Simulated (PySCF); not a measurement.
C2H8OSi2.
Numbering: `[CH2:1]1[CH2:2][SiH2:3][O:4][SiH2:5]1`

Probes without a nucleus sit at each ring's centroid and 1 Å off its mean plane on both sides; NICS is minus the shielding there, NICSzz its component along the normal. Level: GIAO B97-2/pcSseg-2 (PySCF, non-relativistic, gas phase) on the PBE0-D3(BJ)/def2-SVP geometry, one conformer.

Ring bond lengths (Å): C1–C2 1.546, C2–Si3 1.897, Si3–O4 1.680, O4–Si5 1.681, Si5–C1 1.897.

Question: Give the NICS values of each ring in ppm.

Answer: 
```csv
ring,type,NICS(0),"NICS(1), two faces","NICS(1)zz, two faces",rms pucker (Å),"centre to ring atoms, mean (Å)"
C1–C2–Si3–O4–Si5,5-membered ring with O and 2 Si; formal bonds all single,-4.6,-2.6 / -2.6,-2.2 / -2.2,0.16,1.47
```

Question: What can be read from them?

Answer: 
- C1–C2–Si3–O4–Si5: mean NICS(1)zz -2.2 ppm, near zero. C1, C2, Si3, Si5 have four or more neighbours, so the value isn't read as a sign of a π ring current.

Question: What field does 1 T along the ring normal induce along that normal at the second NICS(1) probe listed for ring C1–C2–Si3–O4–Si5, 1 Å off the ring?

Answer: NICSzz × B0 = -2.2 ppm × 1 T = -2 μT, against the applied field.

Question: How do the values depend on the level or the medium?

Answer: 
| level | NICS(0), C1–C2–Si3–O4–Si5 | mean NICS(1)zz, C1–C2–Si3–O4–Si5 |
| --- | --- | --- |
| B97-2/pcSseg-2, gas | -4.6 | -2.2 |
| PBE0/pcSseg-1, gas | -5.2 | -2.8 |

The geometry is the same throughout.

Time: 63 s. Hardware: an x86-64 server with one thread (shared host). This is the whole shielding run at B97-2/pcSseg-2, SCF included.
